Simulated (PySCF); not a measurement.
Exercise with solution: entropy of an ideal gas

silanone cation (H₂OSi), SMILES O=[SiH2] (connectivity only; charge and spin as stated), charge +1, multiplicity 2.

Geometry: r2SCAN-D4/def2-TZVP. The spin state was assumed, not searched.

r2SCAN-D4/def2-TZVP run with PySCF gives the harmonic wavenumbers 469, 651, 820, 979, 2222, 2291 cm⁻¹ and the rotational temperatures 6.7339, 0.8363, 0.7439 K. The molar mass is 46.10 g/mol, the symmetry number 2, the spin multiplicity 2.

### Question
Work out the entropy at 298.15 K and 1 atm in the rigid-rotor, harmonic-oscillator model.

### Answer

Translation (Sackur–Tetrode at 1 atm): S = R[1.5 ln M + 2.5 ln T − 1.16487] = 156.5 J/(mol K).
Rotation: q = (√π/σ) T^1.5/√(θA θB θC) = 2230, S = R[ln q + 3/2] = 76.6 J/(mol K).
Vibration: with u = 1.4388 ν/T, each mode gives R[u/(e^u − 1) − ln(1 − e^−u)]:
| ν (cm⁻¹) | modes | u | S (J/(mol K)) |
|---|---|---|---|
| 469 | 1 | 2.26 | 3.10 |
| 651 | 1 | 3.14 | 1.55 |
| 820 | 1 | 3.96 | 0.80 |
| 979 | 1 | 4.72 | 0.43 |
The stiffer modes add less than 0.005 each. Sum 5.9 J/(mol K).
Spin: R ln 2 = 5.8 J/(mol K).
Total 244.7 J/(mol K); the program's own thermochemistry gives 244.7. Translation makes up 64 % and vibration 2 %. Anharmonicity, hindered rotation and orbital degeneracy are left out.
